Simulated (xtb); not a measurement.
Cl₄Te, charge +1, quartet, geometry from GFN2-xTB of the parent state (a state made from the parent by changing its charge; the spin is typed, not shown lowest).

Here is a job for xtb.
```
$ xtb mol.xyz --gfn 1 --chrg 1 --uhf 3 --json

# file mol.xyz
5

Te    -0.00534842     0.01223355     0.48327654
Cl     1.16596908    -1.49075955    -0.82644836
Cl     1.90421897     1.50336856     0.12041395
Cl    -1.14657041     1.44638856    -0.92639152
Cl    -1.90725777    -1.49641785     0.15416827
```

Question: Predict the total energy from GFN1-xTB (xtb 6.7.1).

Answer: -20.1406 Eh

Question: What partial charges in atom order does GFN1-xTB give?

Answer: Te1 0.26, Cl2 0.17, Cl3 0.20, Cl4 0.17, Cl5 0.20
